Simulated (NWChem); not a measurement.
System: Si₃H₇, doublet; SMILES [SiH2][SiH2][SiH3]

Input file for NWChem:

```
start job
memory heap 200 mb stack 900 mb global 1100 mb
geometry units angstroms noautosym nocenter noautoz
  Si     0.511904    -1.932639    -0.003933
  Si    -0.892972    -0.066916     0.110517
  Si     0.433300     1.875968     0.034447
  H     -0.172580    -3.271546     0.104097
  H      1.436760    -1.918725    -1.194176
  H     -1.899000    -0.038534    -1.017500
  H     -1.655963    -0.116647     1.409353
  H     -0.419490     3.115716     0.078925
  H      1.239234     1.887495    -1.237138
  H      1.379718     1.891418     1.204489
end
basis spherical
  * library 6-31g*
end
dft
  odft
  mult 2
  xc m05-2x
  iterations 150
end
cosmo
  do_cosmo_smd true
  solvent dmf
end
task dft energy
```

Parts of the log:

```
             Northwest Computational Chemistry Package (NWChem) 7.3.0
             --------------------------------------------------------

                             Geometry "geometry" -> ""
                             -------------------------

 Output coordinates in angstroms (scale by  1.889725989 to convert to a.u.)

  No.       Tag          Charge          X              Y              Z
 ---- ---------------- ---------- -------------- -------------- --------------
    1 Si                  14.0000     0.51190400    -1.93263900    -0.00393300
    2 Si                  14.0000    -0.89297200    -0.06691600     0.11051700
    3 Si                  14.0000     0.43330000     1.87596800     0.03444700
    4 H                    1.0000    -0.17258000    -3.27154600     0.10409700
    5 H                    1.0000     1.43676000    -1.91872500    -1.19417600
    6 H                    1.0000    -1.89900000    -0.03853400    -1.01750000
    7 H                    1.0000    -1.65596300    -0.11664700     1.40935300
    8 H                    1.0000    -0.41949000     3.11571600     0.07892500
    9 H                    1.0000     1.23923400     1.88749500    -1.23713800
   10 H                    1.0000     1.37971800     1.89141800     1.20448900

 Effective nuclear repulsion energy (a.u.)     182.1674285617

                                 NWChem DFT Module
                                 -----------------

 Summary of "ao basis" -> "ao basis" (spherical)
 ------------------------------------------------------------------------------
       Tag                 Description            Shells   Functions and Types
 ---------------- ------------------------------  ------  ---------------------
 Si                          6-31g*                  8       18   4s3p1d
 H                           6-31g*                  2        2   2s

 in cosmo_initialize ...
 calling solv_data for solv:dmf

 solvent parameters
 solvname_short: dmf
 solvname_long:  N,N-dimethylformamide
 dielec:       37.2190
 dielecinf:     2.0463
 nonaqueous SMD model solvent descriptors
 dielec:       37.2190
 sola:          0.0000
 solb:          0.7400
 solc:          0.0000
 solg:         49.5600
 solh:          0.0000
 soln:          1.4305

          ---------------
          -cosmo- solvent
          ---------------
 Cosmo: York-Karplus, doi: 10.1021/jp992097l
 dielectric constant -eps-     =  37.22
 screen = (eps-1)/(eps    )    =   0.97313
 surface charge correction     = lagrangian

   van der Waals surface
 --------------------------

 ---------- ATOMIC COORDINATES (A.U.) ------------ VDWR(ANG.) --
     1    0.96735829   -3.65215814   -0.00743229     2.470
     2   -1.68747240   -0.12645290    0.20884685     2.470
     3    0.81881827    3.54506548    0.06509539     2.470
     4   -0.32612891   -6.18232550    0.19671481     1.200
     5    2.71508271   -3.62586450   -2.25666542     1.200
     6   -3.58858965   -0.07281870   -1.92279619     1.200
     7   -3.12931632   -0.22043087    2.66329099     1.200
     8   -0.79272115    5.88784950    0.14914662     1.200
     9    2.34181270    3.56684835   -2.33785183     1.200
    10    2.60728896    3.57426175    2.27615417     1.200
 number of segments per atom =        128
 number of   points per atom =        128
 atom (   nspa,  nppa )
 ----------------------
    1 (     90,     0 )       0
    2 (     62,     0 )       0
    3 (     89,     0 )       0
    4 (     34,     0 )       0
    5 (     34,     0 )       0
    6 (     36,     0 )       0
    7 (     33,     0 )       0
    8 (     32,     0 )       0
    9 (     32,     0 )       0
   10 (     34,     0 )       0
 number of -cosmo- surface points =      476
 molecular surface =    153.266 angstrom**2
 molecular volume  =    157.682 angstrom**3
 -lineq- algorithm             =   0
 -bem- low  level              =   3
 -bem- from -octahedral-
 gaussian surface charge width =   4.50000
 degree of switching           =   1.00000
 switching function tolerance  =   0.00010
 atomic radii =
 --------------
    1 14.000  2.470
    2 14.000  2.470
    3 14.000  2.470
    4  1.000  1.200
    5  1.000  1.200
    6  1.000  1.200
    7  1.000  1.200
    8  1.000  1.200
    9  1.000  1.200
   10  1.000  1.200
 ...... end of -cosmo- initialization ......

 nat:                    10
 ixmem:                  5529
 calling mnsol_interface()
 G(SMD-CDS) energy (kcal/mol)  =     0.588
 SMD-CDS SASA (angstrom**2)    =   172.922

[...]

                                COSMO-SMD solvation results
                                ---------------------------

             internal energy in gas <Psi(g)|H|Psi(g)> =      -872.518819248118
         internal energy in solvent <Psi(s)|H|Psi(s)> =      -872.518797620174
                               delta internal energy  =         0.000021627944 (    0.01 kcal/mol)
   total free energy in solvent <Psi(s)|H+V/2|Psi(s)> =      -872.519267529348
 polarization energy contribution <Psi(s)|V/2|Psi(s)> =        -0.000469909174 (   -0.29 kcal/mol)
    total free energy in solvent including G(SMD-CDS) =      -872.518330512399
                       G(SMD-CDS) energy contribution =         0.000937016949 (    0.59 kcal/mol)
     1 M fixed-concentration free energy of solvation =         0.000488735719 (    0.31 kcal/mol)

                    DFT Final Alpha Molecular Orbital Analysis
                    ------------------------------------------

 Vector   23  Occ=1.000000D+00  E=-3.694328D-01
              MO Center= -1.8D-01, -2.9D-01,  6.9D-02, r^2= 4.6D+00
   Bfn.  Coefficient  Atom+Function         Bfn.  Coefficient  Atom+Function
  ----- ------------  ---------------      ----- ------------  ---------------
    25      0.346550   2 Si px               62     -0.212500   7 H  s
     8      0.204513   1 Si py               43     -0.186982   3 Si px
    58     -0.180998   5 H  s                61     -0.171434   7 H  s
     9      0.156956   1 Si pz                7     -0.152756   1 Si px
    57     -0.142785   5 H  s                21     -0.139293   2 Si px

 Vector   24  Occ=1.000000D+00  E=-3.369884D-01
              MO Center= -1.6D-01,  2.0D-01,  6.0D-02, r^2= 4.6D+00
   Bfn.  Coefficient  Atom+Function         Bfn.  Coefficient  Atom+Function
  ----- ------------  ---------------      ----- ------------  ---------------
    26      0.400013   2 Si py               44     -0.309079   3 Si py
     8     -0.243961   1 Si py               43     -0.186704   3 Si px
    22     -0.155551   2 Si py               56      0.153693   4 H  s
    64     -0.125296   8 H  s                40      0.122425   3 Si py
    30      0.114980   2 Si py               55      0.113730   4 H  s

 Vector   25  Occ=1.000000D+00  E=-2.588727D-01
              MO Center=  5.3D-01, -1.8D+00,  1.8D-01, r^2= 2.9D+00
   Bfn.  Coefficient  Atom+Function         Bfn.  Coefficient  Atom+Function
  ----- ------------  ---------------      ----- ------------  ---------------
     9      0.453502   1 Si pz                7      0.361988   1 Si px
    13      0.306781   1 Si pz               10      0.268808   1 Si s
    11      0.220623   1 Si px                6      0.181761   1 Si s
    60      0.176890   6 H  s                 5     -0.166132   1 Si pz
     3     -0.131909   1 Si px               26      0.111919   2 Si py

 Vector   26  Occ=0.000000D+00  E= 3.315928D-02
              MO Center= -1.6D-01, -7.4D-02,  9.0D-02, r^2= 7.1D+00
   Bfn.  Coefficient  Atom+Function         Bfn.  Coefficient  Atom+Function
  ----- ------------  ---------------      ----- ------------  ---------------
    28      1.179843   2 Si s                10     -0.823807   1 Si s
    29      0.797350   2 Si px               47      0.649977   3 Si px
    11      0.623424   1 Si px               46     -0.564008   3 Si s
    56      0.490566   4 H  s                64      0.424060   8 H  s
    48      0.306648   3 Si py               12     -0.286718   1 Si py

 Vector   27  Occ=0.000000D+00  E= 5.036515D-02
              MO Center= -3.8D-01, -4.1D-01,  5.4D-02, r^2= 6.1D+00
   Bfn.  Coefficient  Atom+Function         Bfn.  Coefficient  Atom+Function
  ----- ------------  ---------------      ----- ------------  ---------------
    30      1.333133   2 Si py               10      1.077020   1 Si s
    12      0.741196   1 Si py               46     -0.689689   3 Si s
    58     -0.479127   5 H  s                48      0.450688   3 Si py
    62      0.396219   7 H  s                31     -0.356977   2 Si pz
    28     -0.336332   2 Si s                11     -0.315333   1 Si px

 Vector   28  Occ=0.000000D+00  E= 5.729538D-02
              MO Center=  3.7D-01,  6.8D-01,  6.6D-02, r^2= 6.8D+00
   Bfn.  Coefficient  Atom+Function         Bfn.  Coefficient  Atom+Function
  ----- ------------  ---------------      ----- ------------  ---------------
    28      1.644793   2 Si s                48      1.240346   3 Si py
    46     -1.031504   3 Si s                29      0.781106   2 Si px
    12     -0.687150   1 Si py               30      0.515490   2 Si py
    64     -0.507110   8 H  s                62     -0.463949   7 H  s
    10     -0.453135   1 Si s                66      0.371218   9 H  s

                     DFT Final Beta Molecular Orbital Analysis
                     -----------------------------------------

 Vector   22  Occ=1.000000D+00  E=-3.945931D-01
              MO Center= -2.8D-01,  6.6D-01,  1.2D-01, r^2= 5.3D+00
   Bfn.  Coefficient  Atom+Function         Bfn.  Coefficient  Atom+Function
  ----- ------------  ---------------      ----- ------------  ---------------
    27      0.283048   2 Si pz               45     -0.255191   3 Si pz
    68     -0.214903  10 H  s                60     -0.208700   6 H  s
    62      0.187155   7 H  s                67     -0.183868  10 H  s
    59     -0.181931   6 H  s                61      0.163161   7 H  s
    66      0.160074   9 H  s                65      0.135178   9 H  s

[...]
```

Level: M05-2X/6-31G* (spherical d), spin-unrestricted, SMD on the gas-phase geometry. The geometry was optimised at PBE-D3(BJ)/def2-SVP, spin-unrestricted. No stability test was run on the SCF state. Solvent: N,N-dimethylformamide.
